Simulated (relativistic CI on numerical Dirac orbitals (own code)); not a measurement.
# Magnetism of Mn⁵⁺, 3d2, in a crystal field

Calculated by Dirac-Coulomb-Breit CI, orbitals from a KLI potential per configuration, a model potential for QED, valence Slater integrals scaled by 0.8, one configuration in a parametric crystal field (own radial code).

Field parameters in Wybourne normalisation: D3d B²₀ = −7Dσ, B⁴₀ = −14Dq − 21Dτ, B⁴₃ = −14√(10/7) Dq; D4h B²₀ = −7Ds, B⁴₀ = 21(Dq − Dt), B⁴₄ = 21√(5/14) Dq; Oh B⁴₀ = 21Dq, B⁴₄ = √(5/14) B⁴₀. The field is a parameter set, without covalency.

S is read from ⟨S²⟩ = S(S + 1).

Powder χT (cm³ K mol⁻¹) by Van Vleck's formula, with temperature-independent terms:

```csv
Field,2 K,5 K,10 K,20 K,50 K,100 K,200 K,300 K
"D3d, 10Dq = 26450, Dσ = -1080, Dτ = -100 cm⁻¹",0.102,0.255,0.479,0.682,0.784,0.813,0.842,0.867
"D4h, 10Dq = 27500, Ds = 310, Dt = -730 cm⁻¹",0.0741,0.185,0.369,0.626,0.813,0.858,0.886,0.906
"D4h, 10Dq = 36050, Ds = 2050, Dt = -500 cm⁻¹",0.115,0.288,0.545,0.78,0.894,0.918,0.933,0.945
"D4h, 10Dq = 41750, Ds = -90, Dt = 840 cm⁻¹",0.0196,0.0471,0.0772,0.111,0.187,0.306,0.51,0.659
"D4h, 10Dq = 44600, Ds = 790, Dt = -590 cm⁻¹",0.0958,0.24,0.467,0.719,0.862,0.894,0.915,0.929
"Oh, 10Dq = 32150 cm⁻¹",0.0189,0.0468,0.0805,0.113,0.166,0.246,0.402,0.548
"Oh, 10Dq = 39400 cm⁻¹",0.0249,0.0601,0.0955,0.125,0.178,0.258,0.414,0.559
"Oh, 10Dq = 42600 cm⁻¹",0.0276,0.0657,0.101,0.13,0.182,0.262,0.419,0.564
```

Task: For D3d, 10Dq = 26450, Dσ = -1080, Dτ = -100 cm⁻¹: what effective moment follows at 300 K?

Result: μ_eff = √(8χT) = 2.63 μB. The ground level has S = 1.00; the spin-only moment for S = 1 is 2.83 μB. The difference comes from the orbital moment, spin-orbit mixing of terms and temperature-independent paramagnetism, all larger in this ionic model than in covalent complexes.
